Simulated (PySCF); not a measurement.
A barrier at the coupled-cluster level

Start structure (SiH$_{3}$Cl$_{3}$, closed shell), relaxed at PBE0-D4/def2-TZVP:

| atom | x (Å) | y (Å) | z (Å) |
| --- | --- | --- | --- |
| Si1 | -0.8223 | -0.6513 | -0.0514 |
| Cl2 | 0.8514 | -1.4308 | 0.7937 |
| Cl3 | -1.4082 | -1.8272 | -1.5985 |
| Cl4 | -2.3025 | -0.5678 | 1.3349 |
| H5 | -0.5366 | 0.7017 | -0.5456 |
| H6 | 2.2993 | 1.6089 | 0.2133 |
| H7 | 2.0189 | 2.1890 | -0.1631 |

The step: SiHCl₃ ([Cl][SiH]([Cl])[Cl]) + H₂ → SiH₂Cl₂ ([Cl][SiH2][Cl]) + HCl; bonds formed: Si1–H7, Cl2–H6; bonds broken: Si1–Cl2, H6–H7. Computed with PySCF 2.14 with density fitting (its default auxiliary sets; JK sets also for MP2 and CCSD(T)) (basis: def2-TZVPP and def2-QZVPP); correlated methods freeze the cores. Extrapolation: Hartree–Fock as exp(−7.88 √X), correlation as X^−2.97. Energies below are by CCSD(T) at an estimated basis limit (MP2 extrapolated from triple and quadruple zeta, plus CCSD(T) − MP2 in triple zeta).

Q: What are the electronic barrier and the energy of the step, from the start structure to the end structure? (To be estimated.)

A: By the calculation: Barrier 257.1 kJ/mol; step energy 70.8 kJ/mol (uphill); reverse barrier, their difference, 186.3 kJ/mol. Barrier and step energy count from the start structure, the reverse barrier from the end structure.

The saddle point: One imaginary mode of 979i cm⁻¹.
| pair | start (Å) | saddle (Å) | end (Å) |
| --- | --- | --- | --- |
| Si1–H7 | 4.02 | 1.68 | 1.47 |
| Cl2–H6 | 3.42 | 1.63 | 1.28 |
| Si1–Cl2 | 2.03 | 2.47 | 4.00 |
| H6–H7 | 0.75 | 0.95 | 3.19 |

Zero-point energy (harmonic, PBE0-D4): ZPE is 65.5 kJ/mol at the start and 71.9 kJ/mol at the saddle, so the barrier goes from 257.1 to 263.4 kJ/mol.

The T1 diagnostic stays at or below 0.011.

Labels in which every atom is bracketed show which atoms are joined, not bond orders.

For scale, one of the runs: CCSD(T)/def2-TZVPP, 210 basis functions, launched by `OMP_NUM_THREADS=4 python run.py`. Time: 7.8 min of wall clock on 4 CPU threads of an Arm Neoverse V2; the host was shared. Peak host memory: 2.9 GiB.
